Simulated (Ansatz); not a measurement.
A structure relaxed at PBE0-D4/def2-SVP in Ansatz, charge 0, singlet:

```tsv
atom	x (Å)	y (Å)	z (Å)
B1	-1.5715	0.0196	0.6414
B2	0.9366	-1.1680	0.9647
B3	0.0262	-0.0350	0.0261
B4	1.0540	0.6254	-1.1745
B5	-0.5566	-0.9785	1.3766
B6	1.7080	-0.4565	-0.1903
H7	1.0078	1.4135	-2.0707
H8	-2.6044	0.5793	0.4266
```

Give its formula and point group.

B6H2. Point group C2v (tolerance 0.1 Å).

Summarise the bond lengths by kind (pairs closer than 1.2 times the sum of covalent radii, bridged metal pairs left out).

9 × B–B 1.56 to 1.75 Å; 2 × B–H 1.19 Å.

Another isomer (singlet) lies 0.16 eV lower at PBE0-D4/def2-TZVP; other spin states weren't run for this one.
